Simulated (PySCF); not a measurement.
H₄P, SMILES [PH4+], charge +1. Heavy atoms are numbered as in [PH4+:1]. Hydrogens are named by the atom that carries them.

Geometry optimised at TPSSh-D3(BJ)/def2-TZVPD. The isomer is the one that the SMILES or the coordinates give; other isomers of the formula were not compared.

Calculation: PBE/pcSseg-2 (PySCF).

GIAO shieldings, no solvent; atoms alike by connectivity are averaged. δ = σ(ref) − σ: ³¹P against PH3 (σ = 572.3 ppm); ¹H against TMS (σ = 31.47 ppm), references at their B3LYP-D3(BJ)/def2-TZVP geometries, non-relativistic.

Computed chemical shifts:
| nucleus | atoms | count | δ (ppm) |
|---|---|---|---|
| ³¹P | P1 (PH4) | 1 | 144.8 |
| ¹H | H on P1 | 4 | 6.04 |
